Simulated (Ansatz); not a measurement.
A series at Si: from `C[Si](C)(C)P`, ligands are replaced one by one, each step taking up H₂ and setting free CH₄; n counts the steps. Ansatz, PBE0-D4/def2-TZVP geometries. Each molecule was computed in one conformer, which needn't be the lowest.

| n | molecule | HOMO energy, ωB97M-V/def2-TZVPP (eV) |
| --- | --- | --- |
| 0 | `C[Si](C)(C)P` | ? |
| 1 | `C[SiH](C)P` | -9.30 |
| 2 | `C[SiH2]P` | -9.50 |
| 3 | `[SiH3]P` | -9.74 |

Question: By hand: fit a straight line y = ȳ + b (n − n̄) to the 3 given rows and predict n = 0.

Answer: n̄ = 2.000, ȳ = -9.513; Σ(n − n̄)(y − ȳ) = -0.440, Σ(n − n̄)² = 2.000, so b = -0.220 eV a step. Prediction: -9.513 + (-0.220) × (-2.000) = -9.07 eV.

Question: By hand: compare with the computed value, -9.13 eV, and give the steps along the whole series.

Answer: The line misses by -0.06 eV (computed minus predicted). Steps: -0.17, -0.20, -0.24 eV.

The steps grow at each stage, from -0.17 to -0.24 eV, so the series is curved and an end member is harder to predict than an inner one. The highest orbital can change its character along such a series. The miss is 9.8 % of the series' range.
